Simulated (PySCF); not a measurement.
Electron correlation in I (iodine, neutral)

[Kr] 4d10 5s1 5p6, 2S determinant (an excited configuration). All numbers are calculated (PySCF 2.14, a scalar-relativistic core potential, in def2-TZVPPD with the def2 core potential (28 electrons)). Frozen: nothing; 25 electrons correlated.

```json
{"level": "CCSD", "correlation energy (mhartree)": "-633.54"}
{"level": "(T)", "correlation energy (mhartree)": "-60.75"}
{"level": "CCSD(T)", "correlation energy (mhartree)": "-694.29"}
```

Diagnostics: T1 = 0.016, D1 = 0.0595, largest double amplitude 0.233.

A double-excitation amplitude exceeds 0.15, a sign of near-degeneracy.

Cost of the coupled-cluster step: about 60 core-seconds, for 25 correlated electrons.

The basis has no tight functions for the innermost shells, so their pair energies are far from complete.

This basis was not built for core-valence correlation, so the inner-shell part is incomplete.
